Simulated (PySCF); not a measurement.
Cyclo-(Cl2SnO)2.
Structure used (PBE0-D3(BJ)/def2-SVP), in Å, numbered top down from 1:
```
atom  x, y, z in Å
Sn1    0.2180    1.4287    0.1749
Cl2    2.1762    2.5908   -0.2024
Cl3   -1.3677    2.9429    0.8962
O4    -0.3623    0.2077   -1.2989
Sn5   -0.1852   -1.4504   -0.1948
Cl6   -2.1406   -2.6186    0.1757
Cl7    1.4079   -2.9579   -0.9143
O8     0.3919   -0.2288    1.2798
```

Method used: PBE0-D3(BJ)/def2-SVP geometry optimisation, gas phase, def2 core potentials past Kr (PySCF).

Take the most abundant isotopes and a rigid rotor. The values belong to one conformer.

Problem. What are A, B and C (MHz)?

Solution. Ia = 545.05, Ib = 1691.96, Ic = 2118.51 u·Å²; 505379 MHz·u·Å²/I gives A = 927.2, B = 298.7, C = 238.6 MHz.

Problem. Classify the top.

Solution. An asymmetric top: κ = (2 × 298.7 − 927.2 − 238.6)/(927.2 − 238.6) = -0.83.

Problem. What does the inertial defect say?

Solution. Not planar: Δ = Ic − Ia − Ib = -118.50 u·Å². For a rigid frame Δ = −2 Σ m c², so Σ m c² = 59.25 u·Å² lies off the ab plane. The atom farthest from that plane is 1.36 Å away.

Problem. List the rotational levels J(Ka,Kc) to J = 2 (cm⁻¹).

Solution. Above 0(0,0):
J = 1: 1(0,1) 0.0179, 1(1,1) 0.0389, 1(1,0) 0.0409
J = 2: 2(0,2) 0.0536, 2(1,2) 0.0727, 2(1,1) 0.0787, 2(2,1) 0.1416, 2(2,0) 0.1418

The point group D2h allows no dipole (computed: 0.01 D), so a rigid rotor has no electric-dipole lines.

Problem. Estimate the classical rotational partition function at 10 K, 25 K and 298.15 K.

Solution. Point group D2h, symmetry number σ = 4; q = (√π/σ)·√((kT/h)³/(ABC)), k/h = 20836.6 MHz/K: 5190 at 10 K, 20500 at 25 K, 844000 at 298.15 K.

PBE0-D3(BJ)/def2-SVP frequencies: not computed here. Zero-point vibration and centrifugal distortion are left out. Quadrupole hyperfine structure (35Cl) is left out.

The run took 4.1 min of wall time on Arm Neoverse V2, one thread (shared host), and the process peaked at 0.72 GiB of memory. That covers the optimisation of the geometry.
